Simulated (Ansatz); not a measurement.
Pulling on the C3–H4 bond in CH6InN (SMILES [CH3][InH][NH2]) (multiplicity 1 held, fragments rigid). Energies count from the point at 1.090 Å.
Geometry at that point (charge 0, multiplicity 1):
```csv
atom,x (Å),y (Å),z (Å)
In,-0.1975,-0.1319,-0.1725
H,-1.3304,-1.0703,-1.0685
C,0.4797,1.9101,-0.4032
H,0.9544,2.0398,-1.3758
H,1.1964,2.1540,0.3793
H,-0.3653,2.5956,-0.3411
N,0.6517,-1.1288,1.3789
H,1.3346,-0.7311,2.0039
H,0.4492,-2.0850,1.6230
```

R- and RO- levels are restricted; in cc, def2 and unpolarised 6-31G sets they are followed outwards from rest. Unrestricted levels (U-) break spin symmetry where that is lower. Active spaces are followed from a long bond inwards. Curves can end on different states.

Frozen-core correlation. Filled d and f shells under p-block atoms count as core.

Run with Ansatz (Gaussian basis) for Hartree–Fock, density functionals and correlated methods. Each number belongs to the level named beside it. In def2 rows elements past Kr take small-core potentials, without spin–orbit coupling.

| level | energy at R = 3.488 Å (kcal/mol) |
|---|---|
| R-HF/def2-SVP | 182.94 |
| U-MP2/def2-SVP | 110.73 |
| R-SCS-MP2/def2-SVP | 142.32 |
| U-SCS-MP2/def2-SVP | 111.55 |
| U-CCSD/def2-SVP | 110.38 |
| CASSCF(2,2)/def2-SVP | [?] |
| SC-NEVPT2 on CASSCF(2,2)/def2-SVP | 109.51 |
| FIC-MRCISD on CASSCF(2,2)/def2-SVP | 108.71 |
| FIC-MRCISD+Q on CASSCF(2,2)/def2-SVP | 110.09 |

Fill in the missing entries.


- CASSCF(2,2)/def2-SVP, energy at R = 3.488 Å (kcal/mol): 99.61

Doubts at one or more of the structures used: a restricted determinant that unrestricted orbitals would lower (R-HF/def2-SVP, R-SCS-MP2/def2-SVP); a spin-contaminated determinant (U-MP2/def2-SVP, U-SCS-MP2/def2-SVP, U-CCSD/def2-SVP).

Ansatz is a program for electronic structure.
